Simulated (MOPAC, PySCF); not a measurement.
C4H6S, SMILES `C=CCC=S` (C–C–C–C torsion -118°, C–C–C–S torsion 126°), neutral singlet in the gas phase. 

Cartesian coordinates (Å):
```xyz
11

C     -1.5639     0.2193     0.7775
C     -0.6134     0.6186    -0.0555
C      0.2023    -0.3108    -0.9131
C      1.6588    -0.2405    -0.5656
S      2.6042    -1.4867    -0.1748
H     -1.8178    -0.8286     0.8878
H     -2.1246     0.9257     1.3759
H     -0.3782     1.6762    -0.1356
H      0.1051    -0.0029    -1.9642
H     -0.1507    -1.3380    -0.8299
H      2.0782     0.7677    -0.5854
```
Charge 0, spin multiplicity 1.

All levels are single points at this geometry (B3LYP-D3(BJ)/def2-TZVP); Pople sets use spherical d functions. Orbital energies aren't observables, and empty levels follow the basis.

BP86/6-31G* in PySCF gives gap (eV) = 2.17.

Task: Estimate the gap (eV) from each of these levels: B3LYP-D3(BJ)/def2-TZVP in PySCF; PBE-D3(BJ)/def2-TZVP in PySCF; B3LYP/3-21G in PySCF; B3LYP/6-311+G** in PySCF; B3LYP/6-31G* in PySCF; M06-2X/6-31G* in PySCF; PBE/6-31G* in PySCF; HF/3-21G in PySCF; HF/STO-3G in PySCF; AM1 in MOPAC; PM3 in MOPAC; PM7 in MOPAC.

Result: 
```tsv
level	gap (eV)
B3LYP-D3(BJ)/def2-TZVP in PySCF	3.85
PBE-D3(BJ)/def2-TZVP in PySCF	2.12
B3LYP/3-21G in PySCF	3.97
B3LYP/6-311+G** in PySCF	3.85
B3LYP/6-31G* in PySCF	3.92
M06-2X/6-31G* in PySCF	6.48
PBE/6-31G* in PySCF	2.16
HF/3-21G in PySCF	10.98
HF/STO-3G in PySCF	12.14
AM1 in MOPAC	7.67
PM3 in MOPAC	7.54
PM7 in MOPAC	7.55
```
